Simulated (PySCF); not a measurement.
F₃In, charge -1, doublet, at a GFN2-xTB geometry (such geometries of metal compounds can be far from the true shape) (a state made from the parent by changing its charge; the spin is typed, not shown lowest) (all electrons, no relativity) (a gas-phase anion, which may not be bound at this level), atoms displaced at random by about 0.1 Å a coordinate; PBE/STO-3G (PySCF).

PySCF was given this input:
```python
from pyscf import gto, scf, dft
from pyscf.geomopt import geometric_solver

mol = gto.M(
    atom='''
In    0.031864    0.201395   -0.049068
F    -1.988118   -1.251439    0.095091
F     0.044079    2.368488   -0.827053
F     1.933109   -0.912251    0.767396
''',
    basis='sto-3g',
    charge=-1,
    spin=1,
    verbose=3,
)

def method(m):
    mf = dft.UKS(m)
    mf.xc = 'pbe'
    return mf

conv, mol_eq = geometric_solver.kernel(method(mol), maxsteps=100)
print('optimisation converged:', conv)
print(mol_eq.tostring(format='xyz'))
mf = method(mol_eq)
mf.kernel()
```

Predict the main parts of the log of this PySCF run.


```
Custom engine selected.
Bonds will be generated from interatomic distances less than 1.20 times sum of covalent radii
Creating artificial bond to isolated atom: 2-1
12 internal coordinates being used (instead of 12 Cartesians)
Internal coordinate system (atoms numbered from 1):
Distance 1-3
Distance 1-4
Distance 1-2
Angle 3-1-4
Angle 2-1-4
Out-of-Plane 1-2-3-4
Translation-X 1-4
Translation-Y 1-4
Translation-Z 1-4
Rotation-A 1-4
Rotation-B 1-4
Rotation-C 1-4
<class 'geometric.internal.Distance'> : 3
<class 'geometric.internal.Angle'> : 2
<class 'geometric.internal.OutOfPlane'> : 1
<class 'geometric.internal.TranslationX'> : 1
<class 'geometric.internal.TranslationY'> : 1
<class 'geometric.internal.TranslationZ'> : 1
<class 'geometric.internal.RotationA'> : 1
<class 'geometric.internal.RotationB'> : 1
<class 'geometric.internal.RotationC'> : 1
> ===== Optimization Info: ====
> Job type: Energy minimization
> Maximum number of optimization cycles: 100
> Initial / maximum trust radius (Angstrom): 0.100 / 0.300
> Convergence Criteria:
> Will converge when all 5 criteria are reached:
>  |Delta-E| < 1.00e-06
>  RMS-Grad  < 3.00e-04
>  Max-Grad  < 4.50e-04
>  RMS-Disp  < 1.20e-03
>  Max-Disp  < 1.80e-03
> === End Optimization Info ===

Geometry optimization cycle 1
Cartesian coordinates (Angstrom)
 Atom        New coordinates             dX        dY        dZ
  In   0.031864   0.201395  -0.049068    0.000000  0.000000  0.000000
   F  -1.988118  -1.251439   0.095091    0.000000  0.000000  0.000000
   F   0.044079   2.368488  -0.827053    0.000000  0.000000  0.000000
   F   1.933109  -0.912251   0.767396    0.000000  0.000000  0.000000

WARN: Mole.unit (angstrom) is changed to Bohr

converged SCF energy = -5978.8793193695  <S^2> = 0.75456407  2S+1 = 2.0045589
--------------- UKS_Scanner gradients ---------------
         x                y                z
0 In    -0.0003867226     0.0119782043    -0.0039057093
1 F    -0.0432273737    -0.0319627321     0.0024471598
2 F    -0.0012938911     0.0489464605    -0.0186200439
3 F     0.0448676361    -0.0289335030     0.0196786535
----------------------------------------------
cycle 1: E = -5978.87931937  dE = -5978.88  norm(grad) = 0.0950617
Step    0 : Gradient = 4.753e-02/5.690e-02 (rms/max) Energy = -5978.8793193695
[...]
Geometry optimization cycle 2
Cartesian coordinates (Angstrom)
 Atom        New coordinates             dX        dY        dZ
  In   0.031478   0.188369  -0.058736   -0.000386 -0.013026 -0.009668
   F  -1.908505  -1.197355   0.098111    0.079613  0.054084  0.003020
   F   0.057737   2.259825  -0.778156    0.013658 -0.108663  0.048897
   F   1.840602  -0.844912   0.728891   -0.092507  0.067339 -0.038505
converged SCF energy = -5978.91157607531  <S^2> = 0.75314319  2S+1 = 2.0031407
--------------- UKS_Scanner gradients ---------------
         x                y                z
0 In     0.0017224747     0.0138210320    -0.0005950657
1 F    -0.0384474135    -0.0284214905     0.0011972637
2 F    -0.0010491586     0.0389708652    -0.0162457934
3 F     0.0377642917    -0.0243672512     0.0153760390
----------------------------------------------
cycle 2: E = -5978.91157608  dE = -0.0322567  norm(grad) = 0.0807579
Step    1 : Displace = 9.809e-02/1.211e-01 (rms/max) Trust = 1.000e-01 (=) Grad = 4.038e-02/4.783e-02 (rms/max) E (change) = -5978.9115760753 (-3.226e-02) Quality = 1.103
[...]
Geometry optimization cycle 3
Cartesian coordinates (Angstrom)
 Atom        New coordinates             dX        dY        dZ
  In   0.038355   0.142695  -0.144697    0.006877 -0.045673 -0.085961
   F  -1.793276  -1.114978   0.124956    0.115229  0.082378  0.026844
   F   0.068238   2.132029  -0.689838    0.010501 -0.127797  0.088318
   F   1.707859  -0.753633   0.702441   -0.132743  0.091279 -0.026450
converged SCF energy = -5978.94940206702  <S^2> = 0.75338386  2S+1 = 2.003381
--------------- UKS_Scanner gradients ---------------
         x                y                z
0 In     0.0023543754     0.0220202315     0.0245349306
1 F    -0.0305765808    -0.0257349482    -0.0060079242
2 F     0.0014684056     0.0219621982    -0.0203222311
3 F     0.0268007383    -0.0181956191     0.0018226721
----------------------------------------------
cycle 3: E = -5978.94940207  dE = -0.037826  norm(grad) = 0.0683804
Step    2 : Displace = 1.425e-01/1.633e-01 (rms/max) Trust = 1.414e-01 (+) Grad = 3.419e-02/4.041e-02 (rms/max) E (change) = -5978.9494020670 (-3.783e-02) Quality = 1.049
[...]
Geometry optimization cycle 4
Cartesian coordinates (Angstrom)
 Atom        New coordinates             dX        dY        dZ
  In   0.107937   0.051664  -0.282143    0.069583 -0.091031 -0.137447
   F  -1.691321  -0.944025   0.140451    0.101955  0.170953  0.015495
   F  -0.005205   1.973059  -0.576401   -0.073443 -0.158969  0.113437
   F   1.609619  -0.674804   0.713026   -0.098240  0.078829  0.010585
converged SCF energy = -5978.98683305712  <S^2> = 0.75137285  2S+1 = 2.0013724
--------------- UKS_Scanner gradients ---------------
         x                y                z
0 In     0.0103002532     0.0219951306     0.0325677747
1 F    -0.0214247479    -0.0175902074    -0.0067703874
2 F     0.0030583266     0.0022102612    -0.0152093198
3 F     0.0079879579    -0.0066317596    -0.0105826154
----------------------------------------------
cycle 4: E = -5978.98683306  dE = -0.037431  norm(grad) = 0.0541309
Step    3 : Displace = 1.812e-01/2.088e-01 (rms/max) Trust = 2.000e-01 (+) Grad = 2.707e-02/4.063e-02 (rms/max) E (change) = -5978.9868330571 (-3.743e-02) Quality = 0.990
[...]
Geometry optimization cycle 5
Cartesian coordinates (Angstrom)
 Atom        New coordinates             dX        dY        dZ
  In   0.196968  -0.016972  -0.366927    0.089031 -0.068636 -0.084784
   F  -1.671817  -0.790591   0.127068    0.019504  0.153433 -0.013383
   F  -0.127411   1.886917  -0.521260   -0.122207 -0.086142  0.055140
[...]
Step   19 : Displace = 1.259e-02/1.711e-02 (rms/max) Trust = 2.170e-02 (-) Grad = 1.658e-02/2.537e-02 (rms/max) E (change) = -5979.0158622091 (-7.334e-04) Quality = 1.056
converged SCF energy = -5979.01800182215  <S^2> = 0.75095994  2S+1 = 2.0009597
Step   20 : Displace = 2.942e-02/4.288e-02 (rms/max) Trust = 3.069e-02 (+) Grad = 6.127e-03/9.547e-03 (rms/max) E (change) = -5979.0180018222 (-2.140e-03) Quality = 0.964
converged SCF energy = -5979.01880115606  <S^2> = 0.75095775  2S+1 = 2.0009575
Step   21 : Displace = 4.314e-02/5.312e-02 (rms/max) Trust = 4.340e-02 (+) Grad = 5.240e-03/8.837e-03 (rms/max) E (change) = -5979.0188011561 (-7.993e-04) Quality = 0.859
converged SCF energy = -5979.01863613502  <S^2> = 0.75109521  2S+1 = 2.0010949
Step   22 : Displace = 6.290e-02/9.243e-02 (rms/max) Trust = 6.138e-02 (+) Grad = 1.328e-02/1.867e-02 (rms/max) E (change) = -5979.0186361350 (+1.650e-04) Quality = -0.093
converged SCF energy = -5979.01970994319  <S^2> = 0.75101379  2S+1 = 2.0010135
Step   23 : Displace = 3.070e-02/3.605e-02 (rms/max) Trust = 3.069e-02 (-) Grad = 4.649e-03/6.372e-03 (rms/max) E (change) = -5979.0197099432 (-1.074e-03) Quality = 1.185
converged SCF energy = -5979.01984007133  <S^2> = 0.75100084  2S+1 = 2.0010006
Step   24 : Displace = 1.037e-02/1.340e-02 (rms/max) Trust = 4.340e-02 (+) Grad = 2.993e-03/4.385e-03 (rms/max) E (change) = -5979.0198400713 (-1.301e-04) Quality = 1.537
converged SCF energy = -5979.01993461258  <S^2> = 0.75099712  2S+1 = 2.0009969
Step   25 : Displace = 1.503e-02/2.058e-02 (rms/max) Trust = 6.138e-02 (+) Grad = 1.235e-03/1.802e-03 (rms/max) E (change) = -5979.0199346126 (-9.454e-05) Quality = 1.160
converged SCF energy = -5979.01994136294  <S^2> = 0.7510004  2S+1 = 2.0010001
[...]
----------------------------------------------
cycle 27: E = -5979.01994136  dE = -6.75036e-06  norm(grad) = 0.00155054
Step   26 : Displace = 2.414e-03/2.950e-03 (rms/max) Trust = 8.680e-02 (+) Grad = 7.753e-04/1.046e-03 (rms/max) E (change) = -5979.0199413629 (-6.750e-06) Quality = 1.122
[...]
Geometry optimization cycle 28
Cartesian coordinates (Angstrom)
 Atom        New coordinates             dX        dY        dZ
  In   0.153729  -0.148889  -0.671013   -0.004556 -0.001774  0.002875
   F  -1.477564  -0.699636   0.237774   -0.004593 -0.003948  0.001320
   F  -0.079318   1.748161  -0.324992   -0.006227 -0.002827  0.005650
   F   1.365044  -0.548179   0.790713   -0.007650 -0.004663  0.008267
converged SCF energy = -5979.01994503005  <S^2> = 0.7510032  2S+1 = 2.0010029
--------------- UKS_Scanner gradients ---------------
         x                y                z
0 In     0.0007635950    -0.0000113087    -0.0003458605
1 F     0.0000713586     0.0005468536     0.0003391804
2 F    -0.0004840998    -0.0002119041     0.0000132120
3 F    -0.0000985882    -0.0001801664    -0.0001967790
----------------------------------------------
cycle 28: E = -5979.01994503  dE = -3.66711e-06  norm(grad) = 0.00121751
Step   27 : Displace = 1.595e-03/2.004e-03 (rms/max) Trust = 1.228e-01 (+) Grad = 6.088e-04/8.383e-04 (rms/max) E (change) = -5979.0199450300 (-3.667e-06) Quality = 0.827
[...]
Geometry optimization cycle 29
Cartesian coordinates (Angstrom)
 Atom        New coordinates             dX        dY        dZ
  In   0.140144  -0.154724  -0.658891   -0.013585 -0.005836  0.012122
   F  -1.493835  -0.713086   0.241071   -0.016271 -0.013450  0.003297
   F  -0.097695   1.740150  -0.308988   -0.018377 -0.008011  0.016004
   F   1.341632  -0.561722   0.814734   -0.023412 -0.013543  0.024021
converged SCF energy = -5979.01995031906  <S^2> = 0.75100712  2S+1 = 2.0010069
--------------- UKS_Scanner gradients ---------------
         x                y                z
0 In     0.0004071989     0.0001252928    -0.0013008057
1 F    -0.0000768146     0.0004885996     0.0004926528
2 F    -0.0005339480    -0.0000362740     0.0000381040
3 F     0.0004597297    -0.0004370319     0.0005828091
----------------------------------------------
cycle 29: E = -5979.01995032  dE = -5.28901e-06  norm(grad) = 0.00184142
Step   28 : Displace = 3.164e-03/3.842e-03 (rms/max) Trust = 1.736e-01 (+) Grad = 9.207e-04/1.369e-03 (rms/max) E (change) = -5979.0199503191 (-5.289e-06) Quality = 0.505
[...]
Geometry optimization cycle 30
Cartesian coordinates (Angstrom)
 Atom        New coordinates             dX        dY        dZ
  In   0.112610  -0.167747  -0.630610   -0.027534 -0.013023  0.028281
   F  -1.529337  -0.741563   0.247070   -0.035501 -0.028477  0.005999
   F  -0.134491   1.723963  -0.277260   -0.036796 -0.016187  0.031729
   F   1.293729  -0.587740   0.862242   -0.047903 -0.026019  0.047508
converged SCF energy = -5979.01995471895  <S^2> = 0.7510103  2S+1 = 2.00101
--------------- UKS_Scanner gradients ---------------
         x                y                z
0 In     0.0001064256     0.0004370503    -0.0022332267
1 F    -0.0003715874     0.0002792749     0.0006526506
2 F    -0.0005505352     0.0001901091    -0.0000297116
3 F     0.0010437363    -0.0008077825     0.0014317851
----------------------------------------------
cycle 30: E = -5979.01995472  dE = -4.39989e-06  norm(grad) = 0.00315653
Step   29 : Displace = 4.875e-03/5.581e-03 (rms/max) Trust = 1.736e-01 (=) Grad = 1.578e-03/2.278e-03 (rms/max) E (change) = -5979.0199547189 (-4.400e-06) Quality = 0.244
[...]
Geometry optimization cycle 31
Cartesian coordinates (Angstrom)
 Atom        New coordinates             dX        dY        dZ
  In   0.092147  -0.179265  -0.606177   -0.020463 -0.011518  0.024433
   F  -1.558359  -0.762716   0.250943   -0.029023 -0.021154  0.003873
   F  -0.161337   1.711695  -0.254007   -0.026847 -0.012268  0.023253
   F   1.259077  -0.604085   0.896213   -0.034652 -0.016345  0.033971
converged SCF energy = -5979.01996606435  <S^2> = 0.751009  2S+1 = 2.0010087
--------------- UKS_Scanner gradients ---------------
         x                y                z
0 In     0.0002217175     0.0005647703    -0.0020649375
1 F    -0.0005876986     0.0000775858     0.0006220599
2 F    -0.0005027405     0.0003106668    -0.0001449190
3 F     0.0010598639    -0.0008952853     0.0013975257
----------------------------------------------
cycle 31: E = -5979.01996606  dE = -1.13454e-05  norm(grad) = 0.00310139
Step   30 : Displace = 2.468e-03/3.052e-03 (rms/max) Trust = 2.437e-03 (-) Grad = 1.551e-03/2.152e-03 (rms/max) E (change) = -5979.0199660644 (-1.135e-05) Quality = 0.610
[...]
Geometry optimization cycle 32
Cartesian coordinates (Angstrom)
 Atom        New coordinates             dX        dY        dZ
  In   0.091442  -0.181241  -0.602463   -0.000705 -0.001976  0.003715
   F  -1.561094  -0.764149   0.251095   -0.002735 -0.001433  0.000152
   F  -0.161149   1.710764  -0.252845    0.000188 -0.000931  0.001162
   F   1.257003  -0.601579   0.896220   -0.002074  0.002506  0.000007
SCF not converged.
SCF energy = -5979.01998261479 after 50 cycles  <S^2> = 0.75100465  2S+1 = 2.0010044
--------------- UKS_Scanner gradients ---------------
         x                y                z
0 In     0.0005731900     0.0004864506    -0.0010272459
1 F    -0.0004545475     0.0000697738     0.0004739399
2 F    -0.0004107206     0.0001392966    -0.0002112794
3 F     0.0004813428    -0.0006322552     0.0005604252
----------------------------------------------
cycle 32: E = -5979.01998261  dE = -1.65504e-05  norm(grad) = 0.00179854
Traceback (most recent call last):
  File "input.py", line 22, in <module>
RuntimeError: Nuclear gradients of <pyscf.scf.hf.UKS_Scanner object> not converged
```

The program stopped with an error.
